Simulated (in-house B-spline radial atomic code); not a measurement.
Sn²⁺. Computed with a B-spline radial atomic code. Model: non-relativistic spherical atom: semilocal Troullier-Martins pseudo-atom, one channel per l, against all electrons, high spin, G0W0 and RPA with empty states to l = 8, local potential for every l without a channel, a model core (radius 0 = none) keeps its share of the functional.

Without relativity these are model numbers for so heavy an element.

What the tables leave out is listed at the end.

The pseudopotential gives back the lowest level of each angular momentum of its own functional in the configuration it was made in; a second state of the same l is only approximately right. Exact exchange, RPA and GW see the smooth pseudo-orbitals and miss the exchange with the core, for which the functional's share stands in. The column with an uncorrelated core keeps all orbitals and exact exchange, and so separates missing core correlation from pseudisation. Only the three outermost levels and the lowest empty one were computed. RPA here is direct RPA, with no exchange kernel, and its energies carry an (l + 1/2)⁻⁴ tail. A hybrid on a potential with a model core restores only its own semilocal share of the core's exchange.

Command:
```bash
python run_psgw.py task.json out
```
Settings (lengths in bohr, energies in hartree):
```
Z                      50
electrons              48
configuration          [Kr] 4d10 5s2
generated_in           [Kr] 4d10 5s2
functional             lda,vwn
core_shells            7
radius_factor          1.3
core_correction        True
ion_configuration      [Kr] 4d10 5s1
```

Cost of the run: 73 s on 1 thread of Arm Neoverse N1 (shared host).

Given: made with LDA VWN5; model core radius 0.555 bohr; local radius 1.272 bohr; mean-field start LDA VWN5.

Valence shells of the generating configuration: 4p, 4d, 5s.

Channel: s 2.619, p 1.034, d 1.143 (radii in bohr).

Computed: largest level miss in the spin-unpolarised generating configuration 0 eV; valence RPA correlation energy all-electron orbitals -1.1822 hartree; valence RPA correlation energy pseudo -1.274 hartree; all-electron RPA polarisability, core included 13.675 bohr³; pseudo-atom RPA polarisability 13.695 bohr³; ionisation by mean-field all-electron 29.937 eV; ionisation by mean-field pseudo minus all 0.015 eV.

| level | occupied | mean-field all-electron (eV) | mean-field pseudo minus all (eV) | G0W0 all-electron (eV) | G0W0 uncorrelated core minus all (eV) | G0W0 pseudo minus all (eV) | exchange self-energy all-electron (eV) | exchange self-energy pseudo (eV) |
| --- | --- | --- | --- | --- | --- | --- | --- | --- |
| 5s | 1 | -25.473 | 0 | -29.791 | -0.024 | -1.526 | -15.188 | -16.047 |
| 5p (empty) | 0 | -18.085 | -0.112 | -14.544 | 0.022 | 0.083 | -5.1861 | -3.9922 |

**Question.** What is the ionisation by RPA all-electron?

**Answer.** 29.804 eV.

**Question.** What is the ionisation by RPA pseudo minus all?

**Answer.** 1.451 eV.

Given: mean-field start PBE0.

Computed: valence RPA correlation energy all-electron orbitals -1.1232 hartree; valence RPA correlation energy pseudo -1.2177 hartree; all-electron RPA polarisability, core included 12.783 bohr³; pseudo-atom RPA polarisability 11.834 bohr³; ionisation by RPA all-electron 29.626 eV; ionisation by RPA pseudo minus all 1.573 eV.

| level | occupied | mean-field all-electron (eV) | mean-field pseudo minus all (eV) | G0W0 all-electron (eV) | G0W0 uncorrelated core minus all (eV) | G0W0 pseudo minus all (eV) | exchange self-energy all-electron (eV) | exchange self-energy pseudo (eV) |
| --- | --- | --- | --- | --- | --- | --- | --- | --- |
| 5s | 1 | -25.926 | -0.52 | -29.642 | -0.019 | -1.604 | -14.867 | -16.611 |
| 5p (empty) | 0 | -16.783 | 0.183 | -14.535 | 0.02 | 0.314 | -4.8021 | -3.6657 |

**Question.** What is the ionisation by mean-field pseudo minus all?

**Answer.** 0.607 eV.

**Question.** What is the ionisation by mean-field all-electron?

**Answer.** 29.154 eV.

Among the listed levels the largest G0W0 shift of the pseudo-atom is -1.60 eV, for 5s on the PBE0 start, while leaving the core uncorrelated moves that level by -0.02 eV. So pseudisation and the lost core exchange, not the missing core correlation, make the error. Not in the tables (levels of low weight, unsolved or above zero; the highest and the empty levels are kept at any weight): on LDA the G0W0 levels 4d (pseudo minus all +0.56 eV, weights 0.83 and 0.60), 4p (pseudo minus all +1.77 eV, weights 0.22 and 0.04); on PBE0 the G0W0 levels 4d (pseudo minus all +1.55 eV, weights 0.66 and 0.88), 4p (pseudo minus all +3.52 eV, weights 0.01 and 0.07); no Hartree-Fock pseudo-atom is run with a model core.
